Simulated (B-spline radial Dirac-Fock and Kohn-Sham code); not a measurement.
## Elastic and transport cross sections of silicon for electrons

Method: relativistic (Dirac) partial waves in the static field of the Dirac-Fock atom with Furness-McCarthy exchange, without polarisation or absorption potentials. Computed with a B-spline atomic structure program. σ_tr1 and σ_tr2 weight the cross section with 1 − P₁ and 1 − P₂ of cos θ; "backward" is the share scattered beyond 90°.

| energy (eV) | σ (a₀²) | σ_tr1 (a₀²) | σ_tr2 (a₀²) | σ/σ_tr1 | backward (%) |
| --- | --- | --- | --- | --- | --- |
| 332 | 10.2 | 2.21 | 2.52 | 4.61 | 8.9 |
| 413 | 8.89 | 1.66 | 2.06 | 5.35 | 7.5 |
| 500 | 7.87 | 1.28 | 1.70 | 6.12 | 6.3 |
| 538 | 7.50 | 1.16 | 1.58 | 6.45 | 5.9 |
| 542 | ? | ? | ? | ? | ? |
| 583 | 7.11 | 1.04 | 1.46 | 6.84 | 5.4 |
| 631 | 6.75 | 0.930 | 1.34 | 7.25 | 5.0 |
| 694 | 6.33 | 0.813 | 1.21 | 7.78 | 4.5 |
| 1000 | 4.91 | 0.478 | 0.793 | 10.3 | 3.0 |
| 1080 | 4.65 | 0.426 | 0.722 | 10.9 | 2.7 |
| 1110 | 4.56 | 0.409 | 0.698 | 11.2 | 2.6 |
| 1260 | 4.17 | 0.338 | 0.595 | 12.3 | 2.2 |
| 1270 | 4.14 | 0.334 | 0.589 | 12.4 | 2.2 |
| 1300 | 4.07 | 0.322 | 0.572 | 12.6 | 2.1 |
| 1310 | 4.05 | 0.319 | 0.566 | 12.7 | 2.1 |
| 1500 | 3.67 | 0.259 | 0.475 | 14.2 | 1.8 |
| 1620 | 3.46 | 0.230 | 0.428 | 15.1 | 1.6 |

Problem. Fill in the row for 542 eV.

Solution. σ = 7.46 a₀², σ_tr1 = 1.15 a₀², σ_tr2 = 1.57 a₀², σ/σ_tr1 = 6.49, backward 5.8 %. The ratio σ/σ_tr1 is roughly the number of elastic collisions that randomise the direction.
